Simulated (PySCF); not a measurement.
# How methods differ on the ionisation energy of Gd(41+)

Gd(41+) [Ar] 3d5 (6S) → Gd(42+) [Ar] 3d4 (5D), as a difference of total energies. Computed with PySCF 2.14 in an uncontracted even-tempered set (18 s from 7.7 bohr⁻², ratio 2.5; 12 p from 10 bohr⁻², ratio 2.5; 8 d from 10 bohr⁻², ratio 2.5; 4 f from 39 bohr⁻², ratio 2.7; 3 g from 59 bohr⁻², ratio 2.7), with the spin-free X2C one-electron Hamiltonian (Gaussian nucleus). Correlated levels: outer shells: [Ne] frozen; virtual orbitals above 40 to 60 times the deepest correlated orbital energy dropped. The calculations carry no spin-orbit coupling.

```
                method  ionisation energy (eV)
                   UHF                  3192.8
                   LDA                  3189.7
                   PBE                  3189.2
                  PBE0                  3190.6
                r2SCAN                  3191.2
                  BP86                  3189.3
                revPBE                  3189.2
    MP2 (outer shells)                  3193.1
SCS-MP2 (outer shells)                  3192.6
```

Spin-orbit coupling is strong in these open shells (close to jj coupling). The scalar numbers leave it out and a first-order estimate fails, so it can dominate the gap to the real levels.

Breit and QED terms and the two-electron picture change are absent.

For comparison: 3160 ± 4 eV (theoretical estimate listed by NIST; NIST Atomic Spectra Database, ionization energies).
